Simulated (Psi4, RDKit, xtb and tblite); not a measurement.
Relaxed torsion scan: CH10GeSSi2, SMILES [SiH2](SC)[SiH2][GeH3]. Scanned: dihedral C1–S2–Si3–Si4 and dihedral S2–Si3–Si4–Ge5; all other coordinates were relaxed at GFN2-xTB. GFN2-xTB can order the conformers of Si and Ge chains otherwise than DFT does. Points at φ and −φ are mirror images. Heavy atoms are numbered in the order of the SMILES CS[SiH2][SiH2][GeH3], hydrogens after them in the order of the atoms that carry them; the mirror image has the same energies with the sign of each dihedral reversed.

Computed with: GFN2-xTB (xtb and tblite); PBE/def2-SVP // GFN2-xTB (Psi4); PBE-D3(BJ)/def2-SVP // GFN2-xTB (Psi4); UFF // GFN2-xTB (RDKit).

Energies in kcal/mol at chosen points (x: dihedral C1–S2–Si3–Si4 (°); y: dihedral S2–Si3–Si4–Ge5 (°)), relative to x = 180, y = 180:

```tsv
method	(30, 0)	(-60, 150)	(150, -120)	(90, 60)	(0, 180)	(150, -90)	(-150, -30)
GFN2-xTB	1.5	0.4	0.9	1.3	1.3	0.8	0.9
PBE/def2-SVP	2.3	-0.5	1.0	-0.6	1.2	0.4	0.2
PBE-D3(BJ)/def2-SVP	1.5	-0.8	1.0	-0.9	0.8	0.3	-0.1
UFF	7.3	1.2	2.3	0.8	2.9	1.7	1.9
```
